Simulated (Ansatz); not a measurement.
`C[S][Cd][NH2]` + `O[SiH3]` → `[NH2][Cd][O][SiH3]` + CH₃SH  (ligand exchange at a Cd–S bond)

Isolated molecules relaxed with PBE0-D4/def2-TZVP in Ansatz; ΔE leaves out vibrations. CBS: MP2 limit from def2 TZ/QZ plus the TZ coupled-cluster correction, frozen cores. This one scheme is used for every species. Functionals use def2-TZVPP. Elements past krypton have def2 core potentials. For Cd outer-core shells are correlated without core-valence functions, which leaves a few kJ/mol of doubt a bond. Each species was taken in one conformer, which may not be the lowest.

`C[S][Cd][NH2]`:

Cartesian coordinates in Å:
```
C -1.312 1.572 0.778
S 0.433 1.261 1.201
Cd 0.969 -0.588 -0.106
N 1.308 -2.186 -1.283
H -1.440 1.810 -0.277
H -1.952 0.733 1.046
H -1.619 2.439 1.365
H 1.572 -3.013 -0.760
H 2.041 -2.027 -1.963
```

`O[SiH3]`:

Z-matrix (Å, degrees):
```
Si
O 1 1.648
H 1 1.489 2 111.7
H 1 1.489 2 111.7 3 120.9
H 1 1.481 2 105.9 3 -119.6
H 2 0.957 1 117.9 3 -60.5
```

`[NH2][Cd][O][SiH3]`:

Cartesian coordinates in Å:
```
N -1.655 -2.473 -0.521
Cd -0.347 -0.964 -0.475
O 0.894 0.550 -0.372
Si 1.059 1.866 0.559
H -2.115 -2.538 -1.422
H -1.197 -3.365 -0.370
H 1.289 1.517 1.994
H 2.223 2.666 0.088
H -0.151 2.742 0.519
```

CH₃SH:

Cartesian coordinates in Å:
```
C 0.258 0.389 0.153
S -0.102 -1.022 -0.916
H -0.532 1.137 0.107
H 1.178 0.832 -0.229
H 0.425 0.078 1.183
H -1.228 -1.413 -0.299
```

| level | ΔE (kJ/mol) |
| --- | --- |
| B97M-V | 41.2 |
| ωB97X-V | 42.6 |
| ωB97M-V | 47.1 |
| r2SCAN | 47.9 |

Q: What does CCSD(T)/CBS give? (Best estimate.)

A: The calculation gave: +48.0 kJ/mol. The listed levels differ from it by -6.8, -5.4, -0.9, -0.1 kJ/mol.

Largest T1 diagnostic among the species: 0.015.

From r2SCAN to r2SCAN0 (25 % exact exchange), in def2-TZVPP and without D4, ΔE moves by +3.4 kJ/mol. At CCSD(T), def2-SVP lies −13.1 kJ/mol from the extrapolated value and def2-TZVPP −7.4 kJ/mol. Leaving LDA and LC-ωPBE aside and taking each functional with its dispersion term where it has one, the values, not all of them listed here, spread over 12.9 kJ/mol, from B97M-V to HSE06-D4. LDA lies +4.4 kJ/mol from PBE without D4.
